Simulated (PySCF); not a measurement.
Molecule: `C=CP(=O)(C=C)C=C`, C$_{6}$H$_{9}$OP.

Mapped SMILES: `[CH2:1]=[CH:2][P:3](=[O:4])([CH:5]=[CH2:6])[CH:7]=[CH2:8]`. Each H is labelled by its parent atom. Ha(C1), Ha(C6), Ha(C8) are cis to P3; Hb(C1), Hb(C6), Hb(C8) are trans to P3.

Geometry PBE0-D3(BJ)/def2-SVP throughout; GIAO in PySCF, gas phase, one conformer, non-relativistic; equivalent atoms averaged; functional PBE0.

Q: How do the absolute shieldings σ depend on the basis set? (ppm; last column core-seconds on 1 thread of an Arm Neoverse V1, shared host)

A: 
| basis set | functions | C1/C6/C8 | C2/C5/C7 | P3 | O4 | Ha(C1)/Ha(C6)/Ha(C8) | Hb(C1)/Hb(C6)/Hb(C8) | H(C2)/H(C5)/H(C7) | core-s |
| --- | --- | --- | --- | --- | --- | --- | --- | --- | --- |
| STO-3G | 53 | 122.4 | 126.6 | 642.4 | 334.5 | 26.64 | 26.90 | 26.97 | 5.8 |
| 6-31G | 94 | 69.0 | 72.4 | 410.4 | 321.7 | 25.41 | 26.13 | 26.25 | 12 |
| 6-31G* | 134 | 64.1 | 69.5 | 376.5 | 305.0 | 25.30 | 25.82 | 25.86 | 19 |
| 6-311+G(2d,p) | 278 | 47.0 | 48.4 | 308.0 | 287.1 | 24.55 | 25.21 | 25.08 | 56 |

Q: Which nucleus moves most, in ppm?

A: P3 (phosphorus bonded to 3 C, O): from 308.0 ppm with 6-311+G(2d,p) to 642.4 ppm with STO-3G. The smallest spread is 1.69 ppm, at Hb(C1)/Hb(C6)/Hb(C8). Proton shifts span only some 12 ppm, so a few tenths of a ppm matter as much there as several ppm in carbon.

Q: Taking the largest basis, 6-311+G(2d,p) (278 functions), as the yardstick, rank the others by their worst heavy-atom deviation.

A: 6-31G* 68.5 ppm (134 functions), 6-31G 102.4 ppm (94 functions), STO-3G 334.4 ppm (53 functions).

A small basis that lands close on one nucleus may do so by chance; judge by the trend and by all nuclei.
